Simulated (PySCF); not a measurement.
Species: C4H9Br.
Atom-mapped SMILES: `[CH3:1][CH:2]([CH3:3])[CH2:4][Br:5]` (hydrogens: H6, H7, H8 on C1; H9 on C2; H10, H11, H12 on C3; H13, H14 on C4)

Structure used (PBE0-D3(BJ)/def2-SVP), in Å, numbered top down from 1:
```xyz
14
C4H9Br angstrom
C      0.6721   -1.2863   -0.0213
C     -0.1097   -0.0270   -0.3703
C     -1.4519    0.0167    0.3583
C      0.6587    1.2439   -0.0471
Br     2.2987    1.4457   -1.0797
H      0.1017   -2.1880   -0.2898
H      0.8803   -1.3297    1.0610
H      1.6347   -1.3188   -0.5520
H     -0.3064   -0.0262   -1.4570
H     -2.0523   -0.8742    0.1199
H     -2.0407    0.9040    0.0783
H     -1.3089    0.0375    1.4513
H      0.0656    2.1405   -0.2700
H      0.9625    1.2744    1.0093
```

Computed with PySCF, PBE0-D3(BJ)/def2-SVP geometry optimisation, gas phase.

Masses are those of the commonest isotopes; rigid-rotor values at the optimised geometry. The values belong to one conformer with, in the numbering `[CH3:1][CH:2]([CH3:3])[CH2:4][Br:5]`, C1–C2–C4–Br5 63°.

**Question.** What are A, B and C (cm⁻¹)?

**Answer.** Ia = 67.30, Ib = 358.03, Ic = 404.12 u·Å²; 505379 MHz·u·Å²/I gives 7510, 1412 and 1251 MHz, that is A = 0.25049, B = 0.04708, C = 0.04171 cm⁻¹.

**Question.** Classify the top.

**Answer.** A near-prolate asymmetric top. Ray's parameter κ = (2B − A − C)/(A − C) = -0.949; −1 is the prolate and +1 the oblate limit.

**Question.** What does the inertial defect say?

**Answer.** Not planar: Δ = Ic − Ia − Ib = -21.21 u·Å². For a rigid frame Δ = −2 Σ m c², so Σ m c² = 10.60 u·Å² lies off the ab plane: 7.36 from hydrogen and 3.24 from heavier atoms. The atom farthest from that plane is 1.47 Å away.

**Question.** Predict some low-J microwave lines.

**Answer.** The dipole components are |μa| = 1.94 D, |μb| = 0.56 D, |μc| = 0.22 D. Intensities carry the squares of the components, which stand as 1.00 : 0.08 : 0.01 (a : b : c). Some lines, for components of 0.1 D or more:

| type | branch | J(Ka,Kc) | MHz | lower level (cm⁻¹) |
| --- | --- | --- | --- | --- |
| a | Q | 2(1,1) ← 2(1,2) | 483 | 0.464 |
| a | Q | 3(1,2) ← 3(1,3) | 966 | 0.723 |
| c | Q | 4(1,4) ← 4(0,4) | 5413 | 0.886 |
| a | R | 3(1,3) ← 2(1,2) | 7743 | 0.464 |
| a | R | 3(2,1) ← 2(2,0) | 7999 | 1.091 |
| a | R | 4(2,3) ← 3(2,2) | 10646 | 1.357 |
| a | R | 4(3,1) ← 3(3,0) | 10655 | 2.388 |
| a | R | 4(1,3) ← 3(1,2) | 10964 | 0.755 |
| b | Q | 3(2,2) ← 3(1,3) | 19021 | 0.723 |
| b | R | 2(2,1) ← 1(1,0) | 23779 | 0.298 |
| b | R | 3(2,2) ← 2(1,1) | 26281 | 0.481 |
| c | R | 3(2,1) ← 2(1,1) | 26296 | 0.481 |
| c | R | 3(2,2) ← 2(1,2) | 26764 | 0.464 |
| b | R | 4(2,3) ← 3(1,2) | 28701 | 0.755 |
| c | R | 4(2,3) ← 3(1,3) | 29667 | 0.723 |
| c | Q | 3(3,1) ← 3(2,1) | 30879 | 1.358 |
| b | Q | 3(3,0) ← 3(2,1) | 30879 | 1.358 |
| b | R | 3(3,1) ← 2(2,0) | 38878 | 1.091 |
| c | R | 3(3,1) ← 2(2,1) | 38881 | 1.091 |
| b | R | 4(3,2) ← 3(2,1) | 41534 | 1.358 |
| c | R | 4(3,1) ← 3(2,1) | 41534 | 1.358 |
| b | R | 4(3,1) ← 3(2,2) | 41550 | 1.357 |
| b | Q | 4(4,0) ← 4(3,1) | 43244 | 2.743 |
| c | R | 4(4,1) ← 3(3,1) | 53899 | 2.388 |

**Question.** Estimate the classical rotational partition function at 50 K, 298.15 K and 500 K.

**Answer.** Point group C1, symmetry number σ = 1; q = (√π/σ)·√((kT/h)³/(ABC)), k/h = 20836.6 MHz/K: 16400 at 50 K, 238000 at 298.15 K, 518000 at 500 K.

PBE0-D3(BJ)/def2-SVP frequencies: not computed here. No vibrational averaging or centrifugal distortion is included, and the geometry carries the error of its method. A rigid rotor knows nothing of internal rotation, which can split or shift real lines. Quadrupole hyperfine structure (79Br) is left out.
